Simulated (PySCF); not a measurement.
**How methods differ on the ionisation energy of Au(63+)**

Au(63+) [Ne] 3s2 3p4 (3P) → Au(64+) [Ne] 3s2 3p3 (4S), as a difference of total energies. All numbers are calculated (PySCF 2.14, the spin-free X2C one-electron Hamiltonian (Gaussian nucleus), in an uncontracted even-tempered set (17 s from 17 bohr⁻², ratio 2.5; 12 p from 23 bohr⁻², ratio 2.5; 4 d from 92 bohr⁻², ratio 2.7; 4 f from 140 bohr⁻², ratio 2.7)). Correlated levels: outer shells: 1s2 frozen; virtual orbitals above 40 to 60 times the deepest correlated orbital energy dropped. The calculations carry no spin-orbit coupling.

```csv
method,ionisation energy (eV)
UHF,7131.6
LDA,7134.1
PBE,7135.9
PBE0,7135.3
r2SCAN,7135.0
revPBE,7135.7
MN15,7153.5
MP2 (outer shells),7132.8
SCS-MP2 (outer shells),7132.8
```

Spin-orbit coupling is strong in these open shells (close to jj coupling). The scalar numbers leave it out and a first-order estimate fails, so it can dominate the gap to the real levels.

The ground level that NIST lists for one species does not belong to the high-spin term computed here, so part of any gap is the choice of state.

Breit and QED terms and the two-electron picture change are absent.

For comparison: 6997 ± 19 eV (theoretical estimate listed by NIST; NIST Atomic Spectra Database, ionization energies).
